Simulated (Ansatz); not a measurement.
Energy profile

The step: AlN₂H₅ ([NH2][AlH][NH2]) + H₂S → AlN₂H₅S ([NH2][Al]([NH2])[SH]) + H₂; bonds formed: H2–H5; dative contacts that become bonds: Al1–S6; bonds broken: Al1–H2, H5–S6 (atoms numbered as in the saddle structure below).

```
11
angstrom
Al 0.1383 -0.2371 -0.0130
H 1.0151 -0.1071 -1.4670
N 0.9804 -0.6245 1.4973
N -1.4569 -0.8733 -0.4447
H 0.9135 1.0505 -1.1635
S 0.4273 2.1891 -0.2155
H 1.4986 0.0386 2.0484
H 1.1571 -1.5603 1.8234
H -2.1807 -1.0964 0.2180
H -1.7676 -1.0590 -1.3834
H -0.7252 2.2798 -0.9000
```

Electronic energies by CCSD(T) at an estimated basis limit (MP2 extrapolated from triple and quadruple zeta, plus CCSD(T) − MP2 in triple zeta), on PBE0-D4/def2-TZVP structures; AlN₂H₇S, closed shell; no counterpoise correction. Computed with Ansatz 0.2.0 (basis: def2-TZVPP and def2-QZVPP); correlated methods freeze the cores. Extrapolation: Hartree–Fock as exp(−7.88 √X), correlation as X^−2.97.

(1) Give the profile in kJ/mol, counted from the separated reactants. (To be estimated.)

The T1 diagnostic stays at or below 0.012.

## Answers

(1) By the calculation:
```json
{"point": "separated: AlN₂H₅ (linked as [NH2][AlH][NH2]; Al1, H2, N3, N4, H7, H8, H9, H10; singlet) + H₂S (H5, S6, H11; singlet)", "kJ/mol": "0.0"}
{"point": "start structure", "kJ/mol": "-21.7"}
{"point": "saddle", "kJ/mol": "45.3"}
{"point": "end structure", "kJ/mol": "-93.4"}
{"point": "separated: AlN₂H₅S (linked as [NH2][Al]([NH2])[SH]; Al1, N3, N4, S6, H7, H8, H9, H10, H11; singlet) + H₂ (H2, H5; singlet)", "kJ/mol": "-90.9"}
```

Exchanges of this kind with a chalcogen hydride build sulfide and selenide films.

For scale, one of the runs: CCSD(T)/def2-TZVPP, 244 basis functions, launched by `ansatz run in.yaml --threads 4 --pin off --events-out ev --progress --plain --max-ram 9574MiB`. Hardware: 4 CPU threads of an Arm Neoverse V1, shared host. Wall time 94 s; peak host memory 4.6 GiB.
